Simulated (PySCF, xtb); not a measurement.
Te(Et)(OH) (C₂H₆OTe), SMILES [Te](O)CC. Other conformers were not sampled.

Harmonic wavenumbers (cm⁻¹) from GFN2-xTB (xtb) at its own minimum, in rising order: 49, 156, 227, 249, 255, 517, 535, 713, 934, 969, 1007, 1078, 1226, 1233, 1409, 1449, 1493, 1502, 3003, 3010, 3017, 3024, 3028, 3616.

Q: What does r2SCAN-D4/def2-SVP (PySCF 2.14.0) give at its own minimum? (An estimate is asked for; the answer gives what the named calculation found.)

A: 65, 167, 259, 278, 373, 492, 582, 715, 945, 977, 1013, 1060, 1202, 1243, 1374, 1434, 1458, 1480, 3025, 3058, 3116, 3127, 3145, 3806. Paired by order, the mean absolute difference is 44 cm⁻¹ and the zero-point energies are 48.2 and 49.2 kcal/mol.
